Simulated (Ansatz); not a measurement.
Consider the ligand exchange at the Sn–C bond: `C[NH][SnH2][CH]=O` + CH₃NH₂ → `C[NH][SnH2][NH]C` + `C=O`.

Isolated molecules relaxed with PBE0-D4/def2-TZVP in Ansatz; ΔE leaves out vibrations. CBS: MP2 limit from def2 TZ/QZ plus the TZ coupled-cluster correction, frozen cores. This one scheme is used for every species. Functionals use def2-TZVPP. B3LYP here is the variant with VWN-RPA as its local correlation; programs differ in this. Elements past krypton have def2 core potentials. For Sn outer-core shells are correlated without core-valence functions, which leaves a few kJ/mol of doubt a bond. Each species was taken in one conformer, which may not be the lowest.

```tsv
level	ΔE (kcal/mol)	difference from CCSD(T)/CBS
PBE-D4	-2.8	3.7
r2SCAN-D4	-3.9	2.6
PBE0-D4	-4.1	2.4
B3LYP-D4	-4.6	1.9
ωB97X-V	-5.5	1.0
ωB97M-V	-5.1	1.4
B2PLYP	-5.1	1.4
PBE	-1.9	4.6
r2SCAN	-3.7	2.8
PBE0	-3.3	3.2
B3LYP	-3.3	3.2
HF/def2-TZVPP	-6.6	-0.1
MP2/def2-TZVPP	-7.5	-1.0
SCS-MP2/def2-TZVPP	-7.4	-0.9
CCSD/def2-TZVPP	-6.4	0.1
CCSD(T)/def2-TZVPP	-6.3	0.2
HF/def2-QZVPP	-6.7	-0.2
MP2/def2-QZVPP	-7.7	-1.2
SCS-MP2/def2-QZVPP	-7.6	-1.1
HF/CBS(def2)	-6.8	-0.3
MP2/CBS(def2)	-7.8	-1.3
CCSD/CBS(def2)	-6.7	-0.2
CCSD(T)/CBS	-6.5	0
```

Largest T1 diagnostic among the species: 0.015.

The D4 term adds −1.3 kcal/mol with B3LYP and −0.8 kcal/mol with PBE0; it sums over pairs of atoms, weighted by their polarisabilities, and B3LYP, whose exchange is more repulsive, gets the larger term. From PBE to PBE0 (25 % exact exchange), in def2-TZVPP and without D4, ΔE moves by −1.4 kcal/mol.
